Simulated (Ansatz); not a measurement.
`C[O][In]([CH3])[Cl]` + CH₃OH → `C[O][In]([CH3])[O]C` + HCl  (ligand exchange at the In–Cl bond)

Computed with Ansatz on PBE0-D4/def2-TZVP structures; ΔE is electronic, products minus reactants. CBS: MP2 limit from def2 TZ/QZ plus the TZ coupled-cluster correction, frozen cores. This one scheme is used for every species. Functionals use def2-TZVPP. B3LYP here is the variant with VWN-RPA as its local correlation; programs differ in this. def2 core potentials past Kr. For In outer-core shells are correlated without core-valence functions, which leaves a few kJ/mol of doubt a bond. One conformer a species, not always the lowest.

`C[O][In]([CH3])[Cl]`:

Cartesian coordinates in Å:
```
C 1.945 0.291 -1.369
O 0.580 0.025 -1.172
In -0.303 -0.018 0.588
C -2.357 -0.406 0.949
Cl 1.265 0.426 2.271
H 2.415 -0.551 -1.892
H 2.498 0.457 -0.436
H 2.065 1.184 -1.994
H -2.807 0.474 1.408
H -2.443 -1.248 1.635
H -2.859 -0.634 0.011
```

CH₃OH:

```xyz
6

C     0.230    0.163   -0.217
O    -0.252   -0.846    0.640
H     1.227   -0.140   -0.540
H     0.317    1.134    0.287
H    -0.394    0.287   -1.110
H    -1.129   -0.598    0.939
```

`C[O][In]([CH3])[O]C`:

Z-matrix (Å, degrees):
```
C
O 1 1.400
H 1 1.099 2 112.6
H 1 1.098 2 113.2 3 -122.1
H 1 1.096 2 108.7 3 118.8
In 2 1.987 1 126.7 3 68.6
O 6 1.987 2 115.3 1 0.9
C 6 2.122 2 122.2 1 -179.0
C 7 1.400 6 126.7 2 0.8
H 8 1.089 6 109.4 2 -126.0
H 8 1.090 6 109.3 2 114.8
H 8 1.088 6 109.6 2 -5.4
H 9 1.099 7 112.6 6 68.9
H 9 1.098 7 113.2 6 -53.2
H 9 1.096 7 108.7 6 -172.4
```

HCl:

Z-matrix (Å, degrees):
```
Cl
H 1 1.279
```

| level | ΔE (kJ/mol) |
| --- | --- |
| ωB97X-V | 105.3 |
| B2PLYP | 104.7 |
| PBE0 | 113.0 |
| B3LYP | 107.8 |
| CCSD(T)/def2-TZVPP | 100.3 |
| HF/def2-QZVPP | 123.3 |
| MP2/CBS(def2) | 104.0 |
| CCSD/CBS(def2) | 104.9 |

Task: What does CCSD(T)/CBS give? (An estimate is asked.)

Result: The calculation gave: +101.8 kJ/mol. The listed levels differ from it by 3.5, 2.9, 11.2, 6.0, -1.5, 21.5, 2.2, 3.1 kJ/mol.

Largest T1 diagnostic among the species: 0.015.

From PBE to PBE0 (25 % exact exchange), in def2-TZVPP and without D4, ΔE moves by +8.3 kJ/mol. The D4 term adds −4.0 kJ/mol with B3LYP and −2.5 kJ/mol with PBE0; it sums over pairs of atoms, weighted by their polarisabilities, and B3LYP, whose exchange is more repulsive, gets the larger term.
